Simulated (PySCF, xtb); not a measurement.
F2Hg, SMILES [Hg]([F])[F].

GFN2-xTB (xtb 6.7.1) at its own geometry gives an orbital gap of 3.56 eV and a dipole moment of 4.31 D.

The structure is a stationary point at B3LYP-D3(BJ)/def2-TZVP. The def2 effective core potentials stand for the cores of Hg; spin–orbit coupling is left out.

Question: What does PBE/def2-TZVPD run with PySCF give? (The exact figures need the calculation; the answer reports its results.)

Answer: gap 4.73 eV (levels -8.42 and -3.69 eV), dipole 0.00 D.
